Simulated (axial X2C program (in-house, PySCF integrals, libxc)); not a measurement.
## Ω levels of CeF from open-shell CI on f1 s2 d(πδ)0

Computed with an in-house all-electron X2C program for linear molecules (integrals from PySCF): two-component X2C with atomic mean-field Coulomb and Gaunt terms, basis Ce dyall-v3z, F dyall-av3z (cores contracted in-house). Orbitals come from Hartree–Fock averaged over the configuration Ce f1 s2 d(πδ)0; CI then distributes these electrons over the f, s, d(πδ) shells of Ce.

R = 2.036 Å (near the minimum of the configuration average).

Active spinors (ω > 0):

| shell | ω | ε (eV) | character |
| --- | --- | --- | --- |
| f | 5/2 | 6.50 | 100% Ce f |
| f | 3/2 | 6.59 | 100% Ce f |
| f | 1/2 | 6.64 | 98% Ce f |
| f | 7/2 | 6.68 | 100% Ce f |
| f | 5/2 | 6.75 | 100% Ce f |
| f | 3/2 | 6.82 | 99% Ce f |
| f | 1/2 | 6.82 | 98% Ce f |
| d(πδ) | 3/2 | 1.42 | 99% Ce d |
| d(πδ) | 5/2 | 1.48 | 99% Ce d |
| d(πδ) | 1/2 | 2.06 | 82% Ce d, 10% Ce p |
| d(πδ) | 3/2 | 2.15 | 83% Ce d, 8% Ce p |

Filled shells are left out: they mix freely with the closed shells.

Lowest levels of this model:

```
  Ω  energy (cm⁻¹)    g∥  μ (D)  configuration
5/2              0  4.18  -1.59      99% f1 s2
3/2            672  2.32  -1.57      99% f1 s2
1/2           1579  0.58  -1.48      99% f1 s2
7/2           2002  8.00  -1.59      99% f1 s2
5/2           2494  5.82  -1.58      99% f1 s2
3/2           3245  3.68  -1.51      99% f1 s2
1/2           3860  1.42  -1.40      99% f1 s2
```

g∥ is the magnitude of 2⟨Lz + ge Sz⟩ for the +Ω component. μ is positive if the F end is positive.

(1) From Ω and g∥ of the lowest level, whose 2⟨Lz + ge Sz⟩ is positive, find ⟨Sz⟩ and ⟨Lz⟩ (ge = 2.0023).

Occupations of the active spinors in the lowest level by ω, shell by shell in order of energy: -7/2: 0.00; -5/2: 0.00 0.00 0.00; -3/2: 0.00 0.00 0.00 0.00; -1/2: 0.00 0.00 0.99 0.00; 1/2: 0.00 0.00 0.99 0.00; 3/2: 0.00 0.00 0.00 0.00; 5/2: 1.00 0.00 0.00; 7/2: 0.00. The leading determinant has weight 0.99 among 190.

This point took 1.3 s on 1 thread of AMD EPYC 9R45 96-Core Processor (Zen 5) (shared host).

There is no dynamic correlation: spin–orbit spacings and, for f shells, spacings inside one term are the most reliable numbers, splittings between terms come out too wide, and energies between configurations are not reliable, so the lowest level need not be the ground state of the molecule. At most 4 roots were kept for each Ω > 0 (twice that for Ω = 0) within 2.2 eV of the lowest, so higher up levels can be missing between those listed; levels with Ω > 0 are doubly degenerate and listed once, Ω = 0 levels singly. States that fill the shells left empty in the average are placed too high.

Answers

(1) Ω = ⟨Lz⟩ + ⟨Sz⟩ = 5/2 and ⟨Lz⟩ + ge⟨Sz⟩ = 2.090, so ⟨Sz⟩ = -0.41 and ⟨Lz⟩ = 2.91.
